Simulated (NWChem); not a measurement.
# ammonium (NH4 cation); SMILES [NH4+]

```xyz
5

N      0.0000     0.0000     0.0000
H     -0.5910    -0.5910    -0.5910
H      0.5910     0.5910    -0.5910
H     -0.5910     0.5910     0.5910
H      0.5910    -0.5910     0.5910
```
Atoms are numbered in this order, from 1.

Program: NWChem. Structure relaxed at the PBE0-D3(BJ)/def2-TZVP level. Level: PBE0/def2-SVP with COSMO at NWChem's default radii, gas-phase geometry; the question gives the dielectric constant. Reactions with the solvent are ignored.

**Question.** What does the run give for dielectric constant 11.7? Quantities: electrostatic solvation energy (kcal/mol).

**Answer.** 
```json
{
  "electrostatic solvation energy (kcal/mol)": "-77.2"
}
```
